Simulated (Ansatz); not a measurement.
Program: Ansatz. Geometries: PBE0-D4/def2-TZVP. ΔE: electronic, gas phase. CCSD(T)/CBS is the MP2 limit (def2-TZVPP, def2-QZVPP) plus CCSD(T) − MP2 in def2-TZVPP, frozen cores. DFT in def2-TZVPP. B3LYP here is the variant with VWN-RPA as its local correlation; programs differ in this. Elements past krypton have def2 core potentials. For Sn outer-core shells are correlated without core-valence functions, which leaves a few kJ/mol of doubt a bond. Each species was taken in one conformer, which may not be the lowest.

Consider the cleavage of the Si–Sn bond: `C[CH2][SnH2][SiH3]` + `OC1=CS1` → `[SiH3]OC1=CS1` + `C[CH2][SnH3]`.

Problem. Is it downhill or uphill in electronic energy at CCSD(T)/CBS, and by how much? (Estimate.)

Solution. Computed: Downhill: ΔE = -0.63 eV.

Problem. What do these levels give: r2SCAN-D4, PBE0-D4, B3LYP-D4, ωB97M-V, B2PLYP, PBE, r2SCAN, PBE0, CCSD/def2-TZVPP, CCSD(T)/def2-TZVPP, HF/CBS(def2), MP2/CBS(def2)? (Best estimate.)

Solution. Ansatz gave: r2SCAN-D4 -0.61, PBE0-D4 -0.50, B3LYP-D4 -0.67, ωB97M-V -0.66, B2PLYP -0.70, PBE -0.45, r2SCAN -0.61, PBE0 -0.50, CCSD/def2-TZVPP -0.69, CCSD(T)/def2-TZVPP -0.68, HF/CBS(def2) -0.88, MP2/CBS(def2) -0.67 eV.

Largest T1 diagnostic among the species: 0.013.

From PBE to PBE0 (25 % exact exchange), in def2-TZVPP and without D4, ΔE moves by −0.05 eV. In def2-TZVPP, CCSD(T) changes the Hartree–Fock value by +0.19 eV (the triples alone add +0.02 eV) and MP2 by +0.15 eV.
